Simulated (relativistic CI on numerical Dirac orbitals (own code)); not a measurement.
Hyperfine structure of Cs XLVI, mass number 134

Method of calculation: Dirac-Coulomb-Breit CI, separate exchange-only KLI orbitals for each configuration, QED by a radiative potential, unscaled Slater integrals (own radial code, finite nucleus).

Configuration list (outside the closed core 1s2): 2s2.2p6, 2s2.2p5.3s, 2s2.2p5.3p, 2s2.2p5.3d, 2s.2p6.3s, 2s.2p6.3p, 2s.2p6.3d, 2s2.2p5.4s, 2s2.2p5.4p, 2s2.2p5.4d, 2s2.2p5.4f, 2s.2p6.4s, 2s.2p6.4p, 2s2.2p4.3s2, 2s.2p6.4d, 2s.2p6.4f. Levels of other configurations are missing.

Nuclear spin I = 4, μ = 2.9893 μN, Q = 0.37 b (tables of Stone and Pyykkö). The electronic factors are computed for point nuclear moments, without core polarisation or the Bohr-Weisskopf and QED corrections.

```
           Level  E (10³ cm⁻¹)  A (GHz)  B (GHz)
2s2.2p5.3s 3P°_2       35354.6    499.1     -218
2s2.2p5.3s 1P°_1       35400.8   -39.38     -105
 2s2.2p5.3p 3D_2       36141.9    275.4     -217
 2s2.2p5.3p 3D_3       36893.2    145.7     -158
 2s2.2p5.3p 1P_1       36893.5      150       58
 2s2.2p5.3p 3P_2       36962.2    145.5   -0.971
2s2.2p5.3d 3P°_1       37823.5    106.7     71.4
2s2.2p5.3d 3F°_3       37852.3    131.1     -207
```

Levels with J = 0, under 50 % of one LS term, or S terms without an open s electron are left out. Small factors come from cancelling terms and can be off by tens of per cent or more.

At this charge energies of transitions that change n are usually good to better than 1 %, and those within a shell (Δn = 0) to a few per cent.

Problem. Give the hyperfine levels of 2s2.2p5.3s 3P°_2 relative to its centre of gravity.

Solution. With K = F(F + 1) − I(I + 1) − J(J + 1), E = AK/2 + B[¾K(K + 1) − I(I + 1)J(J + 1)]/[2I(2I − 1)J(2J − 1)]: F = 2: -5098, F = 3: -3504, F = 4: -1434, F = 5: 1066, F = 6: 3938 GHz.

LS names give the leading component of a level, which can be under half, so a name can repeat, a term be missing and a line seem to break the LS rules.
